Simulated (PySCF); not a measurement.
A structure optimised at PBE0-D3(BJ)/def2-SVP, used in a PySCF frequency run:

```xyz
8

Sb     0.0089     0.6122     0.0000
H     -1.2011     0.3776    -1.2157
H     -1.2011     0.3776     1.2157
O      0.6510    -1.2739     0.0000
C     -0.2771    -2.3165     0.0000
H     -0.9344    -2.3065     0.8929
H      0.2740    -3.2723     0.0000
H     -0.9344    -2.3065    -0.8929
```
Charge 0, spin multiplicity 1.

**Question.** Write its SMILES, formula and point group.

**Answer.** C[O][SbH2], CH₅OSb, Cs

**Question.** What are its rotational constants (standard atomic weights)?

**Answer.** 29.948, 3.1562, 3.0113 GHz
